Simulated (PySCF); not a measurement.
Estimate the missing entries of this data sheet.

C5H9NSi.
SMILES: `C#C[C@@H]1C[C@@H]1[SiH2]N`

Conformer (atom-mapped SMILES and torsion angles): `[CH:1]#[C:2][C@@H:3]1[CH2:4][C@@H:5]1[SiH2:6][NH2:7]`: C4–C5–Si6–N7 -137°, H–N7–Si6–C5 -163°, H–N7–Si6–C5 60°.

```csv
property,level,value
point group,PBE0-D3(BJ)/def2-SVP,?
"rotational constants A, B, C",PBE0-D3(BJ)/def2-SVP,"2.753, 1.906, 1.297 GHz"
dipole moment,wB97X-D/def2-SVPD,?
HOMO energy,wB97X-D/def2-SVPD,-9.16 eV
LUMO energy,wB97X-D/def2-SVPD,2.05 eV
lowest singlet excitation,TDDFT wB97X-D/def2-SVPD,"6.19 eV (200 nm, f = 0.000)"
strongest line among the 10 lowest singlet transitions,TDDFT wB97X-D/def2-SVPD,"S8 at 7.94 eV (156 nm, f = 0.067)"
lowest triplet excitation (Tamm–Dancoff),TDA wB97X-D/def2-SVPD,5.28 eV
static isotropic polarisability,wB97X-D/def2-SVPD,89.3 au
vertical ionisation energy,ΔSCF wB97X-D/def2-SVPD,9.33 eV
electronic spatial extent ⟨r²⟩ about the centre of nuclear charge,wB97X-D/def2-SVPD,?
13C chemical shifts (computed TMS as zero) by class,GIAO KT3/pcSseg-1,"81.1 (1 C), 60.0 (1 C), 15.6 (1 C), 8.2 (1 C), 6.6 (1 C) ppm"
1H chemical shifts (computed TMS as zero) by class,GIAO KT3/pcSseg-1,?
"isotropic shieldings of nuclei other than C and H, by class",GIAO KT3/pcSseg-1,?
```

Gas-phase values; electronic properties from PySCF, density fitting. One conformer (not necessarily the lowest) at the PBE0-D3(BJ)/def2-SVP geometry, without solvent or vibrations. NMR classes are plain means over equivalent atoms (diastereotopic ones count apart unless rotation or inversion swaps them), as if these changed places fast; in this geometry the members of some classes differ.

**Question.** What is the point group?

**Answer.** C1.

**Question.** The electronic spatial extent ⟨r²⟩ about the centre of nuclear charge?

**Answer.** 977 bohr².

**Question.** What are the 1H chemical shifts (computed TMS as zero) by class?

**Answer.** 4.73 (1 H), 4.67 (1 H), 1.68 (1 H), 1.60 (1 H), 0.95 (1 H), 0.79 (1 H), 0.35 (2 H), 0.28 (1 H) ppm.

**Question.** What are the isotropic shieldings of nuclei other than C and H, by class?

**Answer.** 251 (1 N), 390 (1 Si) ppm.

**Question.** Give the dipole moment.

**Answer.** 0.29 D.

The polarisability is 13.23 Å³ as a volume (1 au = 0.148185 Å³), or 1.49 au for each of the 60 electrons. The vertical singlet–triplet gap S1 − T1 is 0.91 eV (TDDFT singlet less Tamm–Dancoff triplet). The principal polarisabilities are 75.6, 89.5 and 102.7 au; their mean is the isotropic value. No computed singlet falls in the visible range (750 to 380 nm, 1.65 to 3.26 eV); S1 lies 2.93 eV above its blue end. With B = h/(8π²I), that is 505.379 GHz u Å² over I, the principal moments of inertia are 183.6, 265.1 and 389.6 u Å² (most abundant isotopes); the inertial defect Ic − Ia − Ib is -59.1 u Å² (zero for a rigid planar frame, negative otherwise).

For the NMR shielding job (KT3/pcSseg-1), time: 51 s of wall time; peak memory 0.71 GiB. Hardware: one thread, Arm Neoverse N1 (aarch64), shared host with 64 logical CPUs at a one-minute load of 56.
